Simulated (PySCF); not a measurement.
Sn(F)2(Cl)(OMe) (CH3ClF2OSn), SMILES [F][Sn]([O]C)([Cl])[F].

The structure is a stationary point at PBE-D3(BJ)/def2-SVP. The structure was generated by enumeration; whether it is a known compound was not checked. The def2 effective core potentials stand for the cores of Sn; spin–orbit coupling is left out. Other conformers were not sampled.

The numbers are results of PBE-D3(BJ)/def2-SVP in PySCF, not measurements.

Frequencies are harmonic and unscaled.

```
mode  ν (cm⁻¹)  IR (km/mol)    moving atoms (share of kinetic energy)
----  --------  -----------  ----------------------------------------
1           13          1.7                    C 35 %, F 29 %, H 21 %
2           77          1.4  Cl 30 %, C 29 %, H 13 %, Sn 12 %, F 11 %
3          109          0.1            H 51 %, F 25 %, Cl 12 %, O 9 %
4          124          5.1          F 36 %, H 32 %, Cl 20 %, Sn 12 %
5          140         23.4            F 63 %, Cl 13 %, C 9 %, Sn 8 %
6          164         20.0                           F 80 %, Sn 15 %
7          179         22.2           O 51 %, H 20 %, F 18 %, Sn 11 %
8          253         15.6           C 30 %, O 30 %, H 16 %, Sn 10 %
9          383         45.3                          Cl 73 %, Sn 22 %
10         548         19.4                           O 69 %, Sn 11 %
11         616         53.2                           F 82 %, Sn 14 %
12         628         53.5                           F 83 %, Sn 17 %
13        1033        144.6                            O 50 %, C 46 %
14        1123          0.0                            H 78 %, C 18 %
15        1134         12.3                            H 75 %, C 19 %
16        1405         13.1                             H 90 %, C 9 %
17        1405          5.2                                    H 96 %
18        1429         20.1                                    H 95 %
19        2928         58.6                                    H 97 %
20        3010         23.8                            H 90 %, C 10 %
21        3042          8.3                             H 91 %, C 9 %
```
